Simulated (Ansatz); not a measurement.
Geometry optimisation, RHF/def2-SVP in Ansatz 0.2.0.

Input file:

```yaml
crystal:
  periodic: [false, false, false]
  atoms:
    - { symbol: W, position_ang: [0.0, 0.0, 0.0] }
    - { symbol: O, position_ang: [0.0, 0.0, 1.94] }
    - { symbol: H, position_ang: [-0.9095, -0.2814, 2.2771] }
    - { symbol: H, position_ang: [1.72, 0.0, 0.0] }
    - { symbol: H, position_ang: [0.0, 1.72, 0.0] }
    - { symbol: Cl, position_ang: [-2.39, 0.0, 0.0] }
    - { symbol: H, position_ang: [0.0, -1.72, 0.0] }
    - { symbol: F, position_ang: [0.0, 0.0, -1.85] }
basis:
  gaussian: { orbitals: def2-SVP }
hamiltonian:
  xc: hf
relax:
  f_tol: 0.02
  max_steps: 40
```

Command:

```bash
$ ansatz run input.yaml --threads 1 --pin off --max-ram 2048MiB --backend cpu --events-out ev --progress --plain --runs-dir out
```

Q: Where does it end, and by what steps?

A: The forces met the threshold. After 24 steps the energy has fallen by 4.003 eV; H7 moved furthest, 1.37 Å. Joined: H4–H7 (2.43 → 0.80 Å).

```tsv
step	energy less start (eV)	largest force component (eV/Å)	accepted
0	0.0000	3.830	yes
1	-1.3053	1.847	yes
2	-2.1611	2.199	yes
3	-2.9286	1.344	yes
4	-3.3475	0.638	yes
5	-3.4425	0.665	yes
6	-3.4845	0.896	yes
7	-3.5087	0.372	yes
8	-3.4757	2.869	no
9	-3.5370	0.205	yes
10	-3.5473	0.177	yes
11	-3.5675	0.875	yes
12	-3.6219	1.850	yes
13	-3.7084	1.177	yes
14	-3.6237	4.838	no
15	-3.9026	0.987	yes
16	-3.9482	1.391	yes
17	-3.9922	0.294	yes
18	-3.9964	0.208	yes
19	-4.0018	0.074	yes
20	-4.0023	0.046	yes
21	-4.0026	0.027	yes
22	-4.0026	0.023	yes
23	-4.0027	0.020	yes
24	-4.0029	0.011	yes
```

```xyz
8
Properties=species:S:1:pos:R:3
W -0.487 0.021 -0.021
O -0.491 -0.188 1.794
H -0.498 -0.461 2.695
H 1.457 -0.271 0.029
H 0.287 1.501 -0.053
Cl -2.773 0.516 -0.313
H 1.172 -1.013 0.050
F -0.245 -0.387 -1.816
```

Whether the end is a true minimum wasn't checked by a vibrational analysis.

Time of the run: 60 s on 1 thread of Arm Neoverse V2, on a shared host, peak memory 0.18 GiB.
